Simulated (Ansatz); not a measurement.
Si₄Cl₂. Total charge 0; singlet. Geometry B3LYP-D4/def2-SVP.

Cartesian coordinates in Å:
```
Si -0.2731 -1.7320 -0.9843
Si -1.1676 0.3184 1.5704
Si 0.6326 1.7094 0.8528
Si -1.9316 -0.1091 -0.4324
Cl 2.0019 0.0771 1.1927
Cl 0.7377 -0.2637 -2.1992
```

B3LYP takes the VWN-RPA correlation. The restricted singlet is unstable towards broken spin symmetry in Hartree–Fock (as tested in another run); at PBE-D4/def2-TZVP, r2SCAN-D4/def2-TZVP, B3LYP-D4/def2-TZVP, PBE0-D4/def2-TZVP and others this wasn't settled. Another isomer (singlet) lies 1.28 eV lower at PBE0-D4/def2-TZVP; other spin states weren't run for this one.

(1) Estimate the orbital energies around the gap (eV) in Ansatz with PBE-D4/def2-TZVP, r2SCAN-D4/def2-TZVP, B3LYP-D4/def2-TZVP, PBE0-D4/def2-TZVP, CAM-B3LYP-D4/def2-TZVP.

Results:

(1) 
| orbital | PBE-D4/def2-TZVP | r2SCAN-D4/def2-TZVP | B3LYP-D4/def2-TZVP | PBE0-D4/def2-TZVP | CAM-B3LYP-D4/def2-TZVP |
| --- | --- | --- | --- | --- | --- |
| HOMO−9 | -9.81 | -10.21 | -10.86 | -11.19 | -12.57 |
| HOMO−8 | -8.94 | -9.34 | -9.99 | -10.36 | -11.72 |
| HOMO−7 | -8.58 | -8.98 | -9.62 | -9.98 | -11.32 |
| HOMO−6 | -8.58 | -8.95 | -9.56 | -9.89 | -11.18 |
| HOMO−5 | -8.14 | -8.46 | -9.06 | -9.33 | -10.63 |
| HOMO−4 | -7.98 | -8.37 | -8.99 | -9.32 | -10.59 |
| HOMO−3 | -7.61 | -7.89 | -8.49 | -8.75 | -9.99 |
| HOMO−2 | -5.95 | -6.19 | -6.56 | -6.82 | -7.83 |
| HOMO−1 | -5.71 | -5.93 | -6.39 | -6.62 | -7.69 |
| HOMO | -5.52 | -5.70 | -6.13 | -6.35 | -7.37 |
| LUMO | -3.95 | -3.95 | -3.36 | -3.29 | -2.21 |
| LUMO+1 | -3.85 | -3.86 | -3.29 | -3.23 | -2.17 |
| LUMO+2 | -3.59 | -3.59 | -3.04 | -2.94 | -1.90 |
| LUMO+3 | -2.74 | -2.66 | -2.14 | -2.01 | -0.94 |
| LUMO+4 | -1.30 | -1.07 | -0.63 | -0.49 | 0.59 |
| LUMO+5 | -0.90 | -0.68 | -0.21 | -0.06 | 1.04 |
